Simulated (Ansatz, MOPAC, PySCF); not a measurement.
Pair of molecules: HF (SMILES F) (first 2 atoms) with C2H2 (SMILES C#C); geometry from B3LYP-D3(BJ)/def2-TZVP, rigid monomers moved along the line of their centres of mass till H2···C3 is 2.52 Å.
(charge 0, multiplicity 1):
```tsv
atom	x (Å)	y (Å)	z (Å)
F	-0.0325	-0.0116	0.3487
H	-0.0182	-0.0044	1.2833
C	0.2599	-0.5340	3.7281
C	-0.2253	0.5616	3.7272
H	0.6909	-1.5066	3.7371
H	-0.6561	1.5344	3.7343
```

Interaction energies are E(AB) − E(A) − E(B) at the monomers' geometry in the complex; basis-set methods are counterpoise corrected. Rows marked so take none.

Rows in STO-3G carry no dispersion term and start afresh at each structure. The state that PM7 reach isn't checked; PM7 holds dispersion and hydrogen-bond terms.

Programs: Ansatz (an electronic-structure program) with Gaussian orbitals; MOPAC for PM7 (differences of heats of formation); PySCF for STO-3G rows. 

Q: One of these levels gives -138.3 meV for the interaction energy. Which?
A) HF/STO-3G (no counterpoise)
B) PBE/def2-TZVPPD
C) PM7
D) HF/aug-cc-pVTZ

A: D, HF/aug-cc-pVTZ. The others give -63.2 (PM7), -49.6 (HF/STO-3G (no counterpoise)), -179.6 (PBE/def2-TZVPPD)
